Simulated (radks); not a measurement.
Question: The chromium ion Cr3+, configuration [Ar] 3d3. Calculated with a radial shooting solver on a logarithmic mesh with Libxc functionals: scalar-relativistic Kohn-Sham, PBE, spin-polarised, spherical densities, finite nucleus; open shells are filled with parallel spins first; Fermi nuclear charge, rms radius 3.6452 fm. Some entries of the table are withheld. Estimate them.

orbital  occ.  eigenvalue (eV)  <r^2> (bohr^2)
1s down     1        -5920.193        0.005432
1s up       1        -5920.176        0.005432
2s up       1        -707.8990          0.1017
2s down     1        -706.5481          0.1014
2p up       3        -601.2189         0.08330
2p down     3        -600.1879         0.08297
3s up       1        -114.0861          0.9058
3s down     1        -110.5777          0.9108
3p up       3              (1)           1.028
3p down     3              (2)           1.039
3d up       3         -40.4125           1.501
3d down     0         -37.1496           1.576
4s up       0         -29.5390             (3)
4s down     0         -27.8122             (4)
4p up       0              (5)           8.403

Answer: 
(1) 3p up eigenvalue (eV): -85.0952
(2) 3p down eigenvalue (eV): -81.6513
(3) 4s up <r^2> (bohr^2): 6.506
(4) 4s down <r^2> (bohr^2): 6.633
(5) 4p up eigenvalue (eV): -23.1218
